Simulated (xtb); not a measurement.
Species: C8H6F2Si, SMILES `F[Si]1(F)C=c2ccccc2=C1` (charge 0, multiplicity 1).

**Question.** Give a relaxed geometry from xtb with GFN2-xTB.

**Answer.** the end point of this relaxation (outside a Z-matrix the atoms follow the SMILES, hydrogens last).
Z-matrix (Å, degrees):
```
C
C 1 1.3560
H 2 1.0760 1 121.85
C 1 1.4357 2 125.97 3 0.00
C 4 1.3484 1 120.64 2 -180.00
H 5 1.0803 4 120.67 1 -180.00
H 4 1.0804 5 121.36 6 0.00
C 5 1.4345 6 118.09 4 -180.00
C 8 1.3484 5 121.25 6 180.00
H 8 1.0803 9 120.67 5 -180.00
H 9 1.0804 8 121.36 10 0.00
C 9 1.4357 11 118.00 8 180.00
C 12 1.3560 9 125.97 11 0.00
H 13 1.0760 12 121.85 9 0.00
Si 2 1.8746 3 129.37 1 180.00
F 15 1.6031 2 116.70 3 -59.44
F 15 1.6031 16 100.58 13 127.27
```
